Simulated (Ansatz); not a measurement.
`[SiH3][SiH2][GeH2][GeH2][GeH2][SiH3]` + `F[SiH2][GeH3]` → `[F][GeH2][SiH2][SiH3]` + `[SiH3][GeH2][GeH2][SiH2][GeH3]`  (redistribution)

Isolated molecules relaxed with PBE0-D4/def2-TZVP in Ansatz; ΔE leaves out vibrations. CCSD(T)/CBS adds triple-zeta CCSD(T) − MP2 to the extrapolated MP2 energy (def2 sets, frozen cores). DFT in def2-TZVPP. For Ge outer-core shells are correlated without core-valence functions, which leaves a few kJ/mol of doubt a bond. Scalar relativity is left out up to krypton. One conformer a species, not always the lowest.

```json
{"level": "ωB97M-V", "ΔE (kJ/mol)": "84.9"}
{"level": "MP2/CBS(def2)", "ΔE (kJ/mol)": "94.6"}
```

(1) What does CCSD(T)/CBS give? (Best estimate.)

Largest T1 diagnostic among the species: 0.013.

Answers

(1) Computed: +89.5 kJ/mol. The listed levels differ from it by -4.6, 5.1 kJ/mol.

In def2-TZVPP, CCSD(T) changes the Hartree–Fock value by +6.2 kJ/mol (the triples alone add −0.4 kJ/mol) and MP2 by +11.3 kJ/mol. From PBE to PBE0 (25 % exact exchange), in def2-TZVPP and without D4, ΔE moves by +4.7 kJ/mol. The D4 term adds +6.5 kJ/mol with B3LYP and +4.1 kJ/mol with PBE0; it sums over pairs of atoms, weighted by their polarisabilities, and B3LYP, whose exchange is more repulsive, gets the larger term.

B3LYP here is the variant with VWN-RPA as its local correlation; programs differ in this.
